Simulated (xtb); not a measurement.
H₇Si₃, SMILES [SiH2][SiH2][SiH3] (connectivity only; charge and spin as stated), charge +1, multiplicity 1. All values are semi-empirical tight-binding results from xtb (GFN2-xTB unless named), good for trends rather than for accurate numbers. The structure is a stationary point at GFN2-xTB. The spin state was assumed, not searched. The isomer is the one that the SMILES or the coordinates give; other isomers of the formula were not compared.

- orbital gap: 1.86 eV
- zero-point energy: 33.7 kcal/mol
- G − E(el) at 298.15 K (modified RRHO): 13.3 kcal/mol
- static polarisability (D4 model): 88.8 bohr³
- solvation energy, GFN2-xTB/ALPB(water): -42.7 kcal/mol
- solvation energy, GFN2-xTB/ALPB(octanol): -40.7 kcal/mol
